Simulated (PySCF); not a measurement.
Ga(Me)(SH)2 (CH5GaS2), SMILES [CH3][Ga]([SH])[SH].

Geometry optimised at B3LYP-D3(BJ)/def2-SVP. The structure was generated by enumeration; whether it is a known compound was not checked. Other conformers were not sampled.

Computed with r2SCAN/def2-TZVP in PySCF.

Question: Estimate the frontier levels, gap, dipole moment and polarisability. (An estimate is asked for; the answer gives what the named calculation found.)

Answer: 
```yaml
highest_occupied_level: -6.49 eV
lowest_empty_level: -1.32 eV
orbital_gap: 5.17 eV
dipole_moment: 0.39 D
quadrupole, principal values (traceless, Buckingham form, about the centre of nuclear charge): -9.92, -0.19, 10.11 D·Å
mean_static_polarisability: 81.2 bohr³ (12.03 Å³)
polarisability_principal_values: 57.0, 88.6, 97.9 bohr³
```
